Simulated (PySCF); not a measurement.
# Assigning NMR signals

Geometry:
```tsv
atom	x (Å)	y (Å)	z (Å)
F1	-1.871	2.470	-0.196
C2	-1.289	1.263	-0.117
C3	-2.086	0.131	-0.081
C4	-1.478	-1.110	-0.002
C5	-0.098	-1.215	0.043
C6	0.677	-0.064	0.005
C7	2.175	-0.171	0.092
F8	2.604	-0.147	1.370
F9	2.806	0.832	-0.533
F10	2.645	-1.310	-0.437
C11	0.092	1.191	-0.073
H12	-3.159	0.233	-0.115
H13	-2.084	-2.002	0.025
H14	0.377	-2.182	0.102
H15	0.686	2.090	-0.106
```

[PySCF 2.14: shielding tensors at PBE0/pcSseg-1 (GIAO); coordinates at the GFN2-xTB level; gas phase; non-relativistic Hamiltonian; a single conformation; fast rotation and ring inversion assumed for equivalent nuclei]

Scale: 13C (σref 186.93), 1H (σref 31.72) vs TMS (reference shieldings calculated alike).

Q: Assign these signals to the numbered atoms. 13C{1H} NMR (computed): δ 172.8, 140.0, 136.4, 132.9, 127.2, 124.8, 120.0.

A: 
| δ (ppm) | atoms | environment | reason |
| --- | --- | --- | --- |
| 172.8 | C2 | aromatic carbon bearing fluorine | the electronegative substituent deshields the carbon that carries it |
| 140.0 | C6 | substituted aromatic carbon | – |
| 136.4 | C4 | aromatic CH | the aromatic region |
| 132.9 | C7 | CF3 carbon | 3 electronegative neighbours deshield it |
| 127.2 | C5 | aromatic CH | the aromatic region |
| 124.8 | C3 | aromatic CH | – |
| 120.0 | C11 | aromatic CH | – |

Q: Assign these signals to the numbered atoms. 1H NMR (400 MHz, computed): δ 7.82 (m, 1H), 7.80 (m, 1H), 7.75 (m, 1H), 7.56 (m, 1H).

A: 
| δ (ppm) | atoms | environment | reason |
| --- | --- | --- | --- |
| 7.82 | H13 | hydrogen on an aromatic CH | it sits in the deshielding region of the aromatic ring current |
| 7.80 | H14 | hydrogen on an aromatic CH | – |
| 7.75 | H15 | hydrogen on an aromatic CH | – |
| 7.56 | H12 | hydrogen on an aromatic CH | – |

H13 and H14; H14 and H15 lie closer than the usual error of such a calculation, so a measured spectrum could show them in the other order.

Splittings by 19F in the carbon and heteronuclear signals aren't shown, as no couplings were computed. Shifts are as computed. Against solution values, carbons near 30 ppm lie about +3 ppm off and those near 130 ppm about +5 ppm. Of 1211 compounds with measured shifts, 218 miss one by over three times the rms of a fit or turn the order of signals round; such compounds aren't used in these exercises. Multiplicities follow the n + 1 count of equivalent neighbours, as no J values were calculated; m marks all less simple cases, F and P coupling included.
